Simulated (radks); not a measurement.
The numbers below are computed, except where a source is named.
V3+, configuration [Ar] 3d2 (the NIST ground configuration).

Code: a radial shooting solver on a logarithmic mesh with Libxc functionals. Model: scalar-relativistic Kohn-Sham, PBEsol, spin-polarised, spherical densities, finite nucleus; open shells are filled with parallel spins first; Fermi nuclear charge, rms radius 3.6002 fm.

Energy parts (hartree):
| part | energy |
|---|---|
| total | -946.15559 |
| kinetic | 954.88126 |
| electron-nucleus | -2228.24442 |
| Hartree | 370.46071 |
| exchange-correlation | -43.25314 |

Orbitals (lengths in bohr, moments of r in powers of bohr; r(90%) holds 90 % of the orbital's charge):
orbital  occ.  eigenvalue (hartree)     <r^2>  r(90%)      <r>
1s up       1             -198.1793  0.005946   0.119  0.06649
1s down     1             -198.1797  0.005946   0.119  0.06649
2s up       1             -23.41079    0.1126   0.479   0.3087
2s down     1             -23.37949    0.1124   0.479   0.3083
2p up       3             -19.76433   0.09282   0.451   0.2744
2p down     3             -19.74027   0.09255   0.450   0.2741
3s up       1              -3.84107     1.011    1.40   0.9375
3s down     1              -3.75765     1.014    1.40   0.9386
3p up       3              -2.87075     1.155    1.52   0.9931
3p down     3              -2.78834     1.161    1.52   0.9954
3d up       2              -1.39034     1.695    1.94    1.169
3d down     0              -1.31076     1.746    1.97    1.185

The highest occupied level is 3d up at -37.833 eV. The density falls to 0.001 e/bohr^3 at r = 2.78 bohr. The electron density at the nucleus is 9919 e/bohr^3 (large components only). Summed over all electrons, <r^2> = 13.16 bohr^2, which gives a Langevin (diamagnetic) susceptibility term of -10.4 x 10^-6 cm^3/mol.
